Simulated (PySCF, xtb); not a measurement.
CH9N3Si, SMILES NC[SiH](N)N.

xtb with GFN2-xTB at its own geometry gives an orbital gap of 5.43 eV and a dipole moment of 1.77 D.

Geometry: r2SCAN-D4/def2-SVP. The structure was generated by enumeration, and PubChem lists no compound with its InChIKey, so it may never have been made. One conformer was computed; it need not be the lowest.

Task: What does PySCF with PBE/def2-TZVP give? (The exact figures need the calculation; the answer reports its results.)

Result: gap 4.67 eV (levels -4.86 and -0.19 eV), dipole 1.55 D.
